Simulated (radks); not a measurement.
Values are calculated unless marked as measured or tabulated.
Task: The mean radii <r> (bohr) of the occupied orbitals of an atom or ion are listed with their occupations. Level of theory: scalar-relativistic Kohn-Sham, PBE, spin-polarised, spherical densities, finite nucleus; Fermi nuclear charge, rms radius of each element as measured or else 0.836 A^(1/3) + 0.57 fm (a radial shooting solver on a logarithmic mesh with Libxc functionals).

| orbital | occ. | <r> |
|---|---|---|
| 1s | 2 | 0.02037 |
| 2s | 2 | 0.08631 |
| 2p | 6 | 0.07655 |
| 3s | 2 | 0.2216 |
| 3p | 6 | 0.2198 |
| 3d | 10 | 0.1981 |
| 4s | 2 | 0.4443 |

Name the element and its charge. Open shells, if any, are filled with parallel spins first.

Result: Z = 68, erbium, charge +38: Er38+ in [Ar] 3d10 4s2. The 1s radius gives Z: for a bare nucleus <r> = (2 gamma + 1)/(2Z) with gamma = sqrt(1 - (Z/c)^2), 0.02012 bohr for Z = 68, and screening makes it slightly larger (0.02037 here). The occupations add up to 30, and the charge is Z minus that.
